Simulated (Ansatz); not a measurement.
Al(OH)3 (AlH₃O₃), SMILES [OH][Al]([OH])[OH].

The structure is a stationary point at B3LYP-D3(BJ)/def2-SVP. The isomer is the one that the SMILES or the coordinates give; other isomers of the formula were not compared. The values are those of a single conformer.

Two levels are set side by side: PBE/def2-SVPD (Ansatz, an electronic-structure program) and CAM-B3LYP/def2-SVPD (Ansatz). Energy differences of separate SCF runs at the same geometry; the states with an electron removed or added have multiplicity 2 and 2. Differences are taken from unrounded values.

```csv
quantity,CAM-B3LYP
vertical ionisation energy (eV),11.85
vertical singlet–triplet gap (eV),7.09
```

Task: What does PBE give, and how far is it from CAM-B3LYP? (The exact figures need the calculation; the answer reports its results.)

Result: 
| quantity | PBE | PBE minus CAM-B3LYP |
|---|---|---|
| vertical ionisation energy (eV) | 10.81 | -1.04 |
| vertical singlet–triplet gap (eV) | 5.88 | -1.21 |
